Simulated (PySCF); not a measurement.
Compound: trifluoromethanesulfonate, CF₃O₃S (charge -1).
Cartesian coordinates in Å at the PBE0-D3(BJ)/def2-SVP level; atoms count from 1:
```xyz
8
CF3O3S angstrom
O      1.4010   -0.0448    1.1197
S      0.8966   -0.0305   -0.2606
O      1.1565    1.2000   -1.0209
O      1.0530   -1.2857   -1.0091
C     -0.9426    0.0561   -0.0016
F     -1.2911    1.1423    0.6998
F     -1.4068   -1.0074    0.6672
F     -1.6111    0.1092   -1.1611
```

The closed-shell ground state was solved at several levels (PySCF, density fitting, gas phase, non-relativistic). The geometry's basis has no diffuse functions, a weakness for an anion. No diffuse functions stand in pcSseg-1 and pcSseg-2, which bears on an anion's orbital energies.

| level | basis functions | HOMO (eV) | LUMO (eV) | gap (eV) |
| --- | --- | --- | --- | --- |
| PBE0/pcSseg-1 | 143 | -2.69 | 7.42 | 10.11 |
| mPW1PW91/pcSseg-2 | 295 | -3.11 | 6.49 | 9.60 |

Problem. What might B3LYP/def2-SVPD (185 basis functions) give for the same quantities?

Solution. HOMO -2.90 eV, LUMO 4.07 eV, gap 6.97 eV.

Problem. Over all these levels, which gives the widest orbital gap and which the narrowest?

Solution. PBE0/pcSseg-1 (global hybrid, 25 % exact exchange) has the widest, 10.11 eV, and B3LYP/def2-SVPD (global hybrid, 20 % exact exchange) the narrowest, 6.97 eV. Functional and basis both differ between the two, so the spread mixes both effects.
